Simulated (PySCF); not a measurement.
CH5AlFN, SMILES [CH3][Al]([NH2])[F]. Heavy atoms are numbered as in [Al:1]([F:2])([CH3:3])[NH2:7]. Hydrogens are named by the atom that carries them.

Geometry: B3LYP-D3(BJ)/def2-SVP. The values are those of a single conformer.

All values below come from HF/def2-TZVP in PySCF.

ESP charges are fitted to the potential on shells at 1.4 to 2.0 van der Waals radii. Atomic charges (e), one atom of each kind:

```tsv
atom	Löwdin	IAO	Mulliken	ESP fit
Al1	0.13	1.44	___	1.51
F2	-0.10	-0.64	___	-0.56
C3 (CH3)	-0.47	-0.80	-0.63	-1.06
H on C3	0.13	0.14	0.13	0.21
N7 (NH2)	-0.28	-0.94	-0.78	-1.48
H on N7	0.16	0.26	___	0.46
```

### Question
Fill in the missing entries. (An estimate is asked for; the answer gives what the named calculation found.)

### Answer

- Al1, Mulliken: 1.00
- F2, Mulliken: -0.47
- H on N7, Mulliken: 0.25
